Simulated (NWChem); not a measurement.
# TiHOF$_{3}$; SMILES [OH][Ti]([F])([F])[F]

```xyz
6

Ti    -0.0077     0.0054    -0.0340
F      1.0600    -0.4997     1.2386
F      0.5331    -0.6334    -1.5548
F     -1.5954    -0.5935     0.3337
O     -0.0397     1.7486    -0.1206
H     -0.2297     2.5609     0.3574
```
Atoms are numbered in this order, from 1.

Coordinates come from a PBE0/def2-SVP optimisation.

Give the principal values of the shielding tensors (ppm) of Ti1, F2, F3, O5 from LDA (Slater exchange, VWN5)/pcSseg-1, GIAO (NWChem), with their diamagnetic and paramagnetic parts as GIAO splits them.


| atom | σ11 | σ22 | σ33 | isotropic | diamagnetic | paramagnetic |
|---|---|---|---|---|---|---|
| Ti1 | -160.8 | -150.7 | -42.3 | -117.9 | 1606.2 | -1724.1 |
| F2 | -442.3 | -375.7 | 299.7 | -172.8 | 477.1 | -649.9 |
| F3 | -454.1 | -387.6 | 267.1 | -191.6 | 477.1 | -668.7 |
| O5 | -267.0 | -73.1 | 272.9 | -22.4 | 393.9 | -416.3 |
